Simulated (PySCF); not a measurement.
**A small calculation by hand: dipole moment from atomic charges**

NbSF2Cl, SMILES [F][Nb]([F])(=[S])[Cl], multiplicity 1. Atoms are numbered in the order given.

```xyz
5

Nb     0.2508    -0.0832     0.0000
S     -1.3181    -1.5369     0.0000
F      1.2657    -0.3337    -1.5359
F      1.2657    -0.3337     1.5359
Cl    -0.7043     2.0005     0.0000
```
Charge 0, spin multiplicity 1.

The structure is a stationary point at B3LYP-D3(BJ)/def2-SVP. The multiplicity is an assumed one; other spin states were not compared. The def2 effective core potentials stand for the cores of Nb; spin–orbit coupling is left out.

Charges (e) from PySCF with PBE/def2-TZVP:

```tsv
atom	ESP fit	Mulliken
Nb1	0.722	1.398
S2	-0.220	-0.351
F3	-0.185	-0.371
F4	-0.185	-0.371
Cl5	-0.131	-0.304
```

The dipole moment of the full density is 0.82 D.

What dipole moment does each set of point charges give, and which comes closer to that of the density?


μ = Σ q r, and 1 e Å = 4.8032 D.
ESP fit: Σ q r = (0.095, 0.139, 0.000) e Å, |μ| = 0.81 D.
Mulliken: Σ q r = (0.088, 0.063, 0.000) e Å, |μ| = 0.52 D.
ESP fit comes closer in size. Point charges leave out the atoms' own dipoles (lone pairs, polarised bonds); fits to the potential absorb them, partitions of the density don't.
